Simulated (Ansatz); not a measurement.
`NC([SiH3])=S` and `CC([SiH3])=S` differ in one atom or group.

Ansatz, PBE0-D4/def2-TZVP geometries, multiplicity 1. Each molecule was computed in one conformer, which needn't be the lowest.

```json
{"property": "size of the dipole moment (PBE/def2-TZVPP) / D", "`NC([SiH3])=S`": "3.74"}
{"property": "size of the dipole moment (ωB97M-V/def2-TZVPP) / D", "`NC([SiH3])=S`": "3.90"}
{"property": "HOMO–LUMO gap (B3LYP/def2-TZVPP) / eV", "`NC([SiH3])=S`": "4.33"}
{"property": "LUMO energy (B3LYP/def2-TZVPP) / eV", "`NC([SiH3])=S`": "-1.64"}
{"property": "HOMO energy (PBE0/def2-TZVPP) / eV", "`NC([SiH3])=S`": "-6.20"}
{"property": "LUMO energy (PBE/def2-TZVPP) / eV", "`NC([SiH3])=S`": "-2.34"}
```

What does the change do to each property? (Best estimate.)

Computed: 
```csv
property,`CC([SiH3])=S`,shift
size of the dipole moment (PBE/def2-TZVPP) / D,2.02,-1.72
size of the dipole moment (ωB97M-V/def2-TZVPP) / D,2.06,-1.84
HOMO–LUMO gap (B3LYP/def2-TZVPP) / eV,3.49,-0.84
LUMO energy (B3LYP/def2-TZVPP) / eV,-2.67,-1.03
HOMO energy (PBE0/def2-TZVPP) / eV,-6.39,-0.19
LUMO energy (PBE/def2-TZVPP) / eV,-3.40,-1.06
```

With PBE0 the HOMO falls by 0.19 eV and the LUMO falls by 1.03 eV, so the gap narrows by about 0.84 eV. PBE moves the HOMO by -0.15 eV and ωB97M-V by -0.22 eV. Dipoles are sizes alone; their direction can turn.

B3LYP here is the variant with VWN-RPA as its local correlation; programs differ in this.
